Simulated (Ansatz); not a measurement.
Job for Ansatz (an electronic-structure program): R-BHLYP/def2-TZVPP on Cl4MoO (SMILES [O]=[Mo]([Cl])([Cl])([Cl])[Cl]). Elements past Kr take the def2 small-core potentials; no spin–orbit coupling.

Ansatz 0.2 input:
```yaml
crystal:
  periodic: [false, false, false]
  atoms:
    - {symbol: Mo, position_ang: [0.10185713, -0.00074239, -0.00006910]}
    - {symbol: Cl, position_ang: [-0.46251748, 0.00895992, 2.22800947]}
    - {symbol: Cl, position_ang: [-0.46505507, -0.00269555, -2.22752825]}
    - {symbol: O, position_ang: [1.75287534, -0.01170205, -0.00095237]}
    - {symbol: Cl, position_ang: [-0.44859583, 2.23086124, -0.00570075]}
    - {symbol: Cl, position_ang: [-0.47866408, -2.22468117, 0.00624099]}
basis:
  gaussian:
    orbitals: def2-TZVPP
hamiltonian:
  xc: {name: BHLYP}
scf: {lower_state_search: off}
```

Program output:

```
WARN ansatz: RAYON_NUM_THREADS=4 ignored (pool sized by the plan → 4); use --threads N
Functional definition: BHLYP
these checks for a lower state are left out or cut short: stability, starts, cluster_reference, orbital_swaps, neighbouring_geometries, increment
integrals: 0.31 GiB planned
1973 factors; their error is unknown
mean field: 2.39 GiB planned
mean field evaluation 1: about -53984.2412 eV, gradient 7.9e1 eV
mean field evaluation 2: about -53830.7507 eV, gradient 3.0e2 eV
mean field evaluation 4: about -53995.6435 eV, gradient 1.5e1 eV
mean field evaluation 8: about -53996.0742 eV, gradient 2.3e-1 eV
mean field evaluation 16: about -53996.5228 eV, gradient 3.8e-4 eV
mean field -53996.52275080 eV, -1984.3356109343 hartree, gradient 6.4e-6 eV, S^2 0.000000; 0 other end points of the search recorded, 0 dependent functions left out
reference -53996.52295407 eV, -1984.3356184042 hartree; 45, 45 occupied and 210, 210 virtual orbitals, 1973 factors
Total energy: -53996.52295407 eV, -1984.3356184042 hartree
Checks for a lower state left out: stability, starts, cluster_reference, orbital_swaps, neighbouring_geometries, increment
```

The calculation finished and met its thresholds.

Cost: very roughly 12 core-seconds.
